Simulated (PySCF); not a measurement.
Computed properties of GaHBr₂, SMILES [Br][GaH][Br]

GaHBr2, SMILES [GaH]([Br])[Br]. Geometry optimised at PBE0-D3(BJ)/def2-SVP. Other conformers were not sampled. All values are computed for the isolated molecule unless a solvent is named; none is compared with measurement here.

**Structure.** The optimised structure has C2v symmetry. All 6 harmonic modes at PBE0-D3(BJ)/def2-SVP (PySCF) are real, so it is a minimum. With heavy atoms numbered as in [GaH:1]([Br:3])[Br:4], the shortest bond between them is Ga1–Br3 at 2.277 Å and the longest Ga1–Br4 at 2.277 Å.

**Vibrations.** The strongest infrared lines (harmonic, unscaled, degenerate partners summed) lie at 599 cm⁻¹ (122 km/mol, H 99 %), 2049 cm⁻¹ (98 km/mol, H 99 %), 341 cm⁻¹ (70 km/mol, Ga 62 %, Br 38 %). The softest mode is at 93 cm⁻¹ and the zero-point energy is 5.4 kcal/mol.

**Electronic structure.** M06-2X/def2-TZVPD (PySCF) places the frontier levels at -9.73 and -1.35 eV, a gap of 8.38 eV, and gives a dipole moment of 1.50 D and a mean polarisability of 71.5 bohr³. PBE/def2-TZVPD (PySCF) at the same geometry gives -7.27 and -2.66 eV, so its gap is 3.77 eV narrower. An orbital gap is neither the optical nor the fundamental gap.

**Excitations.** TDA-B3LYP/def2-SVPD (PySCF) has S1 at 5.03 eV (247 nm, f = 0.000, dark); the most intense of the 10 singlets computed lies at 5.78 eV (f = 0.11). T1 (TDA) is at 4.93 eV, 0.10 eV under S1. TDA-PBE/def2-SVPD (PySCF) puts S1 at 4.62 eV. No vertical singlet excitation falls in the visible range (under 3.1 eV).

**NMR.** GIAO shifts at PBE0/pcSseg-1 (PySCF) (non-relativistic, atoms alike by connectivity averaged): ¹H at 6.8 ppm against TMS. Without spin–orbit terms, shifts of atoms bonded to Cl or Br come out too high.
